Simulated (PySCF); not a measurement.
B(OH)2(OSiH3) (BH₅O₃Si), SMILES OB(O)O[SiH3]. Atoms are numbered in the order given.

```xyz
10

B      0.0461    -0.9557     0.0000
O      0.8299    -2.0716     0.0000
H      0.3525    -2.9035     0.0000
O     -1.3260    -0.9600     0.0000
H     -1.7457    -1.8228     0.0000
O      0.6736     0.2507     0.0000
Si     0.0155     1.7854     0.0000
H     -0.8165     2.0084    -1.2190
H     -0.8165     2.0084     1.2190
H      1.1584     2.7396     0.0000
```
Charge 0, spin multiplicity 1.

The structure is a stationary point at PBE0-D3(BJ)/def2-SVP. Other conformers were not sampled.

These are PySCF with r2SCAN/def2-TZVP values and carry that method's errors.

Gas-phase values at a fixed geometry.

Q: Estimate the frontier levels, gap, dipole moment and polarisability. (The exact figures need the calculation; the answer reports its results.)

A: 
The highest occupied level comes out as -7.70 eV. The lowest empty level is -0.29 eV and the orbital gap comes out as 7.41 eV. The dipole moment is 2.99 D and the quadrupole, principal values (traceless, Buckingham form, about the centre of nuclear charge) is -10.54, -4.07, 14.61 D·Å. The mean static polarisability is 49.4 bohr³ (7.32 Å³) and the polarisability, principal values comes out as 41.9, 48.0, 58.4 bohr³.
